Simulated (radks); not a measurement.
Coulomb parameter of the 3d shell of the vanadium ion V2+ in the model configuration [Ar] 3d1.5 4p1.5, as a second difference U = [E(n + 0.5) + E(n - 0.5) - 2 E(n)] / (0.5)^2 with all orbitals relaxed. "Bare": the charge of the atom changes with n. "Screened": the 4p shell takes up the change at fixed total charge, which measures U(3d,3d) + U(4p,4p) - 2 U(3d,4p). Calculated with a radial shooting solver on a logarithmic mesh with Libxc functionals: scalar-relativistic Kohn-Sham, PBEsol, spin-unpolarised, spherical densities, finite nucleus; Fermi nuclear charge, rms radius 3.6002 fm.

case,configuration,E - E(n) (eV)
start,[Ar] 3d1.5 4p1.5,0.000
bare +0.5,[Ar] 3d2 4p1.5,-13.688
bare -0.5,[Ar] 3d1 4p1.5,17.701
screened +0.5,[Ar] 3d2 4p1,-6.853
screened -0.5,[Ar] 3d1 4p2,8.107

U(bare) = 16.051 eV, U(screened by 4p) = 5.017 eV, against the Slater integral F0(3d,3d) = 21.566 eV with frozen orbitals.
